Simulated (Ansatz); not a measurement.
FH6NSi2Zn (`[F][Zn][N]([SiH3])[SiH3]`), relaxed with RKS PBE0-D4/def2-TZVP in Ansatz 0.2.0 from a PBE-D4/def2-SVP geometry. The force threshold is 0.005 eV/Å; the program also tests the step.

The species carries charge 0 and has multiplicity 1.

Start:

```xyz
11

F    -1.986   -2.370   -2.222
Zn   -1.074   -1.285   -1.205
N    -0.140   -0.145   -0.127
Si    0.707   -0.822    1.254
Si   -0.092    1.555   -0.568
H     2.207   -0.726    1.122
H     0.317   -0.131    2.538
H     0.338   -2.283    1.358
H    -1.019    1.759   -1.742
H     1.288    2.011   -0.976
H    -0.546    2.436    0.569
```

(1) How much energy does the relaxation release, and in how many steps? (An estimate is asked.)

(2) Which bonds change most? (Best estimate.)

(3) Give the relaxed structure. (Best estimate.)

Results:

(1) The calculation gave: 4.73 kJ/mol, in 9 steps.

(2) The calculation gave: N3–Si5 from 1.756 to 1.727 Å; N3–Si4 from 1.756 to 1.727 Å; Si4–H6 from 1.510 to 1.489 Å; Si5–H10 from 1.510 to 1.489 Å.

(3) The calculation gave: 
```xyz
11

F    -2.066   -2.340   -2.147
Zn   -1.116   -1.265   -1.161
N    -0.128   -0.145   -0.133
Si    0.710   -0.806    1.225
Si   -0.074    1.527   -0.564
H     2.181   -0.607    1.114
H     0.263   -0.186    2.503
H     0.430   -2.269    1.282
H    -0.912    1.725   -1.780
H     1.315    1.973   -0.864
H    -0.604    2.393    0.525
```
